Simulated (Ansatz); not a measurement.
# Ligand exchange: BH2I + InH2(NH2) → BH2(NH2) + InH2I

Species: BH2I `BI`, singlet; InH2(NH2), singlet; BH2(NH2), singlet; InH2I `[InH2][I]`, singlet. The partners trade I for NH2: B–I and In–NH2 bonds give way to B–NH2 and In–I.

Shapes, held fixed at every level: PBE0-D4/def2-TZVP. Programs: Ansatz 0.2.0. The zero-point and thermal change to 298 K, harmonic and unscaled (PBE0-D4/def2-TZVP), is +8.8 kJ/mol.

```json
{"level": "HF/def2-TZVPP", "kind": "Hartree–Fock", "ΔH(298 K) (kJ/mol)": "-224.6", "less CCSD(T)/def2-TZVPP": "-30.7"}
{"level": "BHLYP-D4/def2-TZVPP", "kind": "global hybrid", "ΔH(298 K) (kJ/mol)": "-218.5", "less CCSD(T)/def2-TZVPP": "-24.6"}
{"level": "PBE0-D4/def2-TZVPP", "kind": "global hybrid", "ΔH(298 K) (kJ/mol)": "-208.8", "less CCSD(T)/def2-TZVPP": "-14.9"}
{"level": "r2SCAN0-D4/def2-TZVPP", "kind": "global hybrid", "ΔH(298 K) (kJ/mol)": "-212.2", "less CCSD(T)/def2-TZVPP": "-18.3"}
{"level": "MP2/def2-TZVPP", "kind": "perturbation theory", "ΔH(298 K) (kJ/mol)": "-195.0", "less CCSD(T)/def2-TZVPP": "-1.1"}
{"level": "CCSD/def2-SVP", "kind": "coupled cluster or CI", "ΔH(298 K) (kJ/mol)": "-224.1", "less CCSD(T)/def2-TZVPP": "-30.2"}
{"level": "CCSD/def2-TZVPP", "kind": "coupled cluster or CI", "ΔH(298 K) (kJ/mol)": "-198.1", "less CCSD(T)/def2-TZVPP": "-4.2"}
{"level": "CCSD(T)/def2-TZVPP", "kind": "coupled cluster or CI", "ΔH(298 K) (kJ/mol)": "-193.9", "less CCSD(T)/def2-TZVPP": "0.0"}
```

The highest level, CCSD(T)/def2-TZVPP, gives ΔH(298 K) = -193.9 kJ/mol; the levels span -224.6 to -193.9. The column of differences is taken from that level and isn't an error. No measured value is set beside it here. For atoms past krypton def2 sets carry core potentials with scalar relativity. Outer-core shells of I, In are correlated, in sets that cover them unevenly.
